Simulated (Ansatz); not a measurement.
```yaml
crystal:
  periodic: [false, false, false]
  atoms:
    - {symbol: C, position_ang: [0.322565, -1.799334, -1.873104]}
    - {symbol: C, position_ang: [0.503828, -1.399099, -0.340218]}
    - {symbol: C, position_ang: [0.436643, 0.181269, -0.103794]}
    - {symbol: C, position_ang: [-0.991154, 0.838605, -0.436992]}
    - {symbol: C, position_ang: [-2.273184, 0.066223, 0.056290]}
    - {symbol: O, position_ang: [-1.058037, 1.955592, -1.029121]}
    - {symbol: C, position_ang: [0.747360, 0.573209, 1.420330]}
    - {symbol: C, position_ang: [1.458285, 1.959972, 1.639795]}
    - {symbol: O, position_ang: [0.410504, -0.187527, 2.374211]}
    - {symbol: H, position_ang: [1.134742, -1.318095, -2.525992]}
    - {symbol: H, position_ang: [-0.692193, -1.459975, -2.289595]}
    - {symbol: H, position_ang: [0.390727, -2.935262, -2.011735]}
    - {symbol: H, position_ang: [-0.279318, -1.916443, 0.317827]}
    - {symbol: H, position_ang: [1.520476, -1.774089, 0.041119]}
    - {symbol: H, position_ang: [1.185961, 0.729617, -0.779126]}
    - {symbol: H, position_ang: [-2.138361, -0.288718, 1.139048]}
    - {symbol: H, position_ang: [-3.186745, 0.746105, -0.037150]}
    - {symbol: H, position_ang: [-2.435326, -0.872106, -0.585099]}
    - {symbol: H, position_ang: [0.943478, 2.772349, 1.013012]}
    - {symbol: H, position_ang: [1.458259, 2.238625, 2.748111]}
    - {symbol: H, position_ang: [2.541503, 1.889081, 1.262182]}
basis:
  gaussian: {orbitals: aug-pcseg-2}
hamiltonian: {xc: {name: HF}}
correlation: {active_space: {window: {electrons: 6, orbitals: 2}}}
```

```sh
$ ansatz run in.yaml --threads 5 --pin off --events-out ev --progress --plain --max-ram 66560MiB --backend cuda --devices 0, --max-vram 37GiB
```

It prints (some lines left out):

```
Functional definition: HF
4158 factors; integrals over basis functions are off by at most 8.4e-4 eV
mean field evaluation 1: about -11471.0364 eV, gradient 5.7e1 eV
mean field evaluation 2: about -11471.2984 eV, gradient 5.8e1 eV
mean field evaluation 4: about -11479.4944 eV, gradient 8.9e0 eV
mean field evaluation 8: about -11479.7676 eV, gradient 3.8e-1 eV
mean field evaluation 16: about -11479.7686 eV, gradient 1.5e-6 eV
mean field -11479.76862681 eV, -421.8737157685 hartree, gradient 1.5e-6 eV, S^2 0.000000; 0 other end points of the search recorded, 0 dependent functions left out
reference -11479.76862681 eV, -421.8737157685 hartree; 35, 35 occupied and 655, 655 virtual orbitals, 4158 factors
Error: 6 electrons in 2 orbitals form no window around the highest filled level of the reference
```

(1) What is wrong with this run?

Results:

(1) The active space doesn't fit the electrons. The run stopped with an error.
